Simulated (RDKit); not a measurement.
Input file for RDKit: MMFF94 on CH6O (a complex), monomers drawn apart or pushed together.

```python
from rdkit import Chem
from rdkit.Chem import AllChem, rdDetermineBonds

blocks = [
'''3

O    -0.11786299    0.47640882   -0.54995789
H     0.71182321    0.02537940   -0.36267374
H    -0.44368479    0.75882887    0.31090722
''',
'''5

C     0.01349171   -0.29927102    3.97664198
H     1.02161696    0.01472509    3.70771862
H    -0.65006546    0.56558483    3.97688248
H    -0.34719998   -1.04037096    3.26454253
H     0.02789943   -0.73519626    4.97420722
''',
]
mol = None
for b in blocks:
    f = Chem.MolFromXYZBlock(b)
    rdDetermineBonds.DetermineBonds(f, charge=0)
    mol = f if mol is None else Chem.CombineMols(mol, f)
Chem.SanitizeMol(mol)
print(Chem.MolToSmiles(Chem.RemoveHs(mol)))
ff = AllChem.MMFFGetMoleculeForceField(mol, AllChem.MMFFGetMoleculeProperties(mol), nonBondedThresh=100.0, ignoreInterfragInteractions=False)
e = ff.CalcEnergy()
print(f'MMFF94 energy {e:.6f} kcal/mol')
```

Program output:

```
C.O
MMFF94 energy -0.045087 kcal/mol
```

The run finished.

Cost: around 0.010 core-seconds (rough).
